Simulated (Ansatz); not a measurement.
Ideal-gas functions of CH3F2In (`F[CH](F)[InH2]`) at 298.15 K and 1 bar, from an Ansatz frequency run at PBE0-D4/def2-TZVP.

Molar mass 167.85 g/mol, point group Cs (symmetry number 1), electronic degeneracy 1, moments of inertia 55.878, 258.831, 295.255 u Å². Harmonic wavenumbers (cm⁻¹, unscaled): 29, 150, 195, 319, 517, 534, 555, 597, 1038, 1091, 1297, 1364, 1820, 1839, 3049.

Use S(trans) = R[1.5 ln M + 2.5 ln T − 1.1517]; rotational temperatures θ = 24.2544 K / I; S(rot) = R[ln(√π/σ · √(T³/θAθBθC)) + 1.5]; for each mode x = 1.438777 ν̃/T, S = R[x/(eˣ − 1) − ln(1 − e⁻ˣ)] and H = RT x/(eˣ − 1); 1 cm⁻¹ = 0.0119627 kJ/mol; R = 8.31446 J/(mol·K).

Q: By hand: the entropy, in J/(mol·K).

A: Translation 172.7. Rotation: θ = 0.4341, 0.0937, 0.0821 K, giving 112.0. Vibration, mode by mode: 24.67, 11.18, 9.12, 5.50, 2.58, 2.42, 2.23, 1.90, 0.34, 0.27, 0.12, 0.09, 0.01, 0.01, 0.00, in all 60.4. Electronic 0.0. Sum 345.1 J/(mol·K).

Q: By hand: H − E and G − E in kJ/mol, counted from the electronic energy.

A: Zero-point energy ½ × 14394 × 0.0119627 = 86.1; thermal vibration 8.7; translation, rotation and pV give 4 RT = 9.9. H − E = 104.7 kJ/mol, and G − E = 104.7 − 298.15 × 345.1/1000 = 1.8 kJ/mol.

Vibration gives 18 % of the entropy, 24.7 J/(mol·K) of it from the mode under 150 cm⁻¹: soft modes count most, and the harmonic formula is weakest for them.
